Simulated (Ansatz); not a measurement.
Species: N2H, charge 0, multiplicity 2. It need not be the lowest isomer of its formula. SMILES: [N][NH]
Geometry: optimised at B3LYP-D3(BJ)/def2-TZVP (Ansatz, a program for electronic structure).

Atomisation energy built up term by term with Ansatz (kcal/mol; UHF references for open shells; valence terms freeze the core; atomic spin-orbit terms are left out). Basis-set limits of correlation are two-point, X^-3; Hartree-Fock from the larger set.

The UHF reference is spin-contaminated (<S^2> 0.10 over the pure value in the largest basis). 

```tsv
term	basis	kcal/mol
Hartree-Fock	aug-cc-pVQZ	105.94
CCSD correlation	CBS(aug-cc-pVTZ,aug-cc-pVQZ)	108.27
(T)	CBS(aug-cc-pVTZ,aug-cc-pVQZ)	9.08
CCSDT - CCSD(T)	cc-pVDZ	0.35
(Q)	cc-pVDZ	0.73
core correlation	cc-pwCVTZ	0.97
scalar relativity (X2C)	cc-pVTZ-DK against cc-pVTZ	-0.26
sum: De		225.1
```

(T) makes 4.1 % of the CCSD(T) atomisation energy; under 5 % is typical of single-reference molecules.
